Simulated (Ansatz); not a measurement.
These are Ansatz (a first-principles code) with frozen-core CCSD(T)/cc-pVTZ // B3LYP-D3(BJ)/def2-TZVP values and carry that method's errors.

Ansatz 0.2 input:
```yaml
crystal:
  periodic: [false, false, false]
  atoms:
    - { symbol: N, position_ang: [1.055048, -0.038969, 0.071253] }
    - { symbol: Al, position_ang: [-0.690768, 0.025402, -0.04664] }
    - { symbol: Br, position_ang: [-1.719371, 2.008228, -0.315378] }
    - { symbol: Br, position_ang: [-1.889059, -1.875103, 0.071713] }
    - { symbol: H, position_ang: [1.657982, 0.767195, 0.027275] }
    - { symbol: H, position_ang: [1.586167, -0.886753, 0.191776] }
basis:
  gaussian: { orbitals: cc-pVTZ }
correlation:
  method: ccsd_t
```

Output:

```
Functional definition: HF
1114 factors; integrals over basis functions are off by at most 1.0e-3 eV
mean field evaluation 1: about -148100.0873 eV, gradient 3.6e1 eV
mean field evaluation 2: about -148100.2374 eV, gradient 3.6e1 eV
mean field evaluation 4: about -148103.0455 eV, gradient 2.3e0 eV
mean field evaluation 8: about -148103.0836 eV, gradient 2.5e-1 eV
mean field evaluation 16: about -148100.0858 eV, gradient 3.6e1 eV
mean field -148103.08390837 eV, -5442.6879457566 hartree, gradient 8.2e-6 eV, S^2 0.000000; 0 other end points of the search recorded, 0 dependent functions left out
24 core orbitals not correlated
reference -148103.08390837 eV, -5442.6879457566 hartree; 22, 22 occupied and 132, 132 virtual orbitals, 1114 factors
second order -19.87159483 eV of doubles, -0.00000000 eV of singles
cycle   1  -20.13141018 eV  change   -2.6e-1 eV  update   8.1e-2
cycle   2  -20.54776707 eV  change   -4.2e-1 eV  update   2.2e-2
cycle   3  -20.61041059 eV  change   -6.3e-2 eV  update   1.1e-2
cycle   4  -20.59867310 eV  change    1.2e-2 eV  update   2.9e-3
cycle   5  -20.59942340 eV  change   -7.5e-4 eV  update   1.3e-3
cycle   6  -20.59951932 eV  change   -9.6e-5 eV  update   3.7e-4
cycle   7  -20.59931592 eV  change    2.0e-4 eV  update   1.4e-4
cycle   8  -20.59936351 eV  change   -4.8e-5 eV  update   4.2e-5
perturbative correction -0.79428488 eV, -0.0291894311 hartree
Total energy: -148124.47755676 eV, -5443.4741478339 hartree
```

Cost: around 2.5 core-minutes (rough).
